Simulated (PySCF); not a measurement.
## Single point on SeF

State: ²Π (doublet), unpaired electrons π ↑.

An equivalent input (the run itself took its basis sets from the Basis Set Exchange, started from a PBE0 density and held the occupation σ 7α 7β, πx 4α 4β, πy 4α 3β, δx 1α 1β, δy 1α 1β):

```python
from pyscf import gto, dft
mol = gto.M(atom='Se 0 0 0; F 0 0 1.744', basis={'Se': 'cc-pVTZ-PP', 'F': 'cc-pVTZ'}, ecp={'Se': 'cc-pVTZ-PP'},
            charge=0, spin=1, verbose=4, symmetry='C2v')
mf = dft.UKS(mol, xc='PBE0')
mf.grids.atom_grid = (80, 434)
mf.grids.prune = dft.gen_grid.treutler_prune
mf.irrep_nelec = {'A1': (8, 8), 'A2': (1, 1), 'B1': (4, 4), 'B2': (4, 3)}
mf.conv_tol = 1e-9
mf.max_cycle = 60
mf.diis_space = 10
mf.kernel()
```

The log (some set-up lines and the per-cycle HOMO/LUMO lines removed):

```
******** <class 'pyscf.dft.uks_symm.SymAdaptedUKS'> ********
method = SymAdaptedUKS
damping factor = 0
level_shift factor = 0
DIIS = <class 'pyscf.scf.diis.CDIIS'>
diis_start_cycle = 1
diis_space = 10
diis_damp = 0
SCF conv_tol = 1e-09
SCF conv_tol_grad = None
SCF max_cycles = 60
number electrons alpha = 17  beta = 16
Set gradient conv threshold to 3.16228e-05
init E= -472.881508937078
cycle= 1 E= -472.888450026047  delta_E= -0.00694  |g|= 0.00815  |ddm|= 0.0198
cycle= 2 E= -472.888407565455  delta_E= 4.25e-05  |g|= 0.0144  |ddm|= 0.0207
cycle= 3 E= -472.888481065407  delta_E= -7.35e-05  |g|= 0.00181  |ddm|= 0.0135
cycle= 4 E= -472.888482235367  delta_E= -1.17e-06  |g|= 0.000256  |ddm|= 0.00205
cycle= 5 E= -472.888482259806  delta_E= -2.44e-08  |g|= 4.98e-05  |ddm|= 0.000291
cycle= 6 E= -472.888482261567  delta_E= -1.76e-09  |g|= 2.44e-05  |ddm|= 0.000103
cycle= 7 E= -472.888482262069  delta_E= -5.02e-10  |g|= 6.18e-06  |ddm|= 5.94e-05
Extra cycle  E= -472.888482262096  delta_E= -2.75e-11  |g|= 7.13e-06  |ddm|= 1.82e-05
converged SCF energy = -472.888482262096  <S^2> = 0.75348717  2S+1 = 2.0034841
```

Repeating this along the bond gives Re = 1.738 Å and ωe = 709 cm⁻¹.

A point of this curve took 1.9 CPU seconds beside 0.63 for the integrals, on Arm Neoverse V1 (shared host).

Spin–orbit coupling is left out. The state is the lowest determinant that a PBE0 search found; another state may lie lower at other levels.
